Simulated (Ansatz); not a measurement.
The same path of CH6BN + H4Si (14 atoms, charge 0, multiplicity 1) was run 3 times with different band settings. Lost on the way: Si10–H14. Made: B1–Si10, N2–H14.

All numbers below come from RHF/6-31G* in Ansatz 0.2.0.

Relaxed end points:

```xyz
14
Properties=species:S:1:pos:R:3
B -0.189 0.714 -0.033
N -0.057 0.608 1.353
H -0.833 0.525 1.973
H 0.822 0.636 1.819
H 0.817 0.826 -0.672
C -1.603 0.684 -0.752
H -2.445 0.609 -0.068
H -1.745 1.575 -1.360
H -1.657 -0.160 -1.438
Si 0.380 -3.411 1.331
H -0.416 -3.000 0.160
H 1.732 -2.827 1.248
H 0.487 -4.884 1.355
H -0.281 -2.954 2.568
```

```xyz
14
Properties=species:S:1:pos:R:3
B -0.023 -0.516 0.221
N 0.006 0.120 1.791
H -0.784 -0.181 2.335
H -0.019 1.125 1.751
H 0.986 -0.059 -0.269
C -1.386 0.044 -0.459
H -2.298 -0.300 0.032
H -1.430 1.136 -0.483
H -1.455 -0.283 -1.494
Si 0.112 -2.564 0.395
H 0.189 -3.257 -0.915
H 1.314 -3.001 1.169
H -1.039 -3.180 1.124
H 0.840 -0.144 2.287
```

Common settings: optimiser quadratic models (default); start path through a guess of the saddle point; force threshold 0.05 eV/Å; iteration limit 60; end points relaxed.

| run | movable images | climbing image | spring |
| --- | --- | --- | --- |
| 1 | 5 | yes | 5.0 eV/Å² |
| 2 | 5 | yes | 2.0 to 10.0 eV/Å², energy-weighted |
| 3 | 4 | no | 5.0 eV/Å² |

Problem. What does each run give, and how far can it be trusted?

Solution. Run 1: converged after 41 iterations, highest image 3.320 eV above the first end. Neighbouring images differ by up to 3.2 eV, so the band resolves the path poorly. A vibrational analysis at the climbing image gives 2 clearly imaginary modes (523i, 52i cm⁻¹): a point of higher order, so a lower path passes nearby.
Run 2: converged after 54 iterations, highest image 3.341 eV above the first end. Neighbouring images differ by up to 2.2 eV, so the band resolves the path poorly. The order of the stationary point at the top wasn't checked.
Run 3: converged after 20 iterations, highest image 1.049 eV above the first end. No image climbed, so the highest image needn't sit at the top of the path. A band with more images between the same ends climbed to 3.32 eV, so this one has probably stepped over the top.
The orbitals stay closed-shell, which can raise the energy where a bond breaks towards radicals; this wasn't checked here.
